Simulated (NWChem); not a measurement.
TiO, triplet; SMILES [Ti]=[O]

```xyz
2

Ti     0.0000     0.0000    -0.4236
O      0.0000     0.0000     1.1648
```
Atoms are numbered in this order, from 1.

Program: NWChem. Spin-unrestricted. Coordinates come from a PBE0/def2-SVP, spin-unrestricted optimisation. No stability test was run on the SCF state.

Q: Predict the results for UHF/STO-3G. Quantities: highest occupied level (eV); lowest empty minus highest occupied level, either spin (eV); dipole (D); <S²>.

A: 
| Quantity | Result |
|---|---|
| highest occupied level (eV) | -3.78 |
| lowest empty minus highest occupied level, either spin (eV) | 8.80 |
| dipole (D) | 4.34 |
| <S²> | 2.05 |
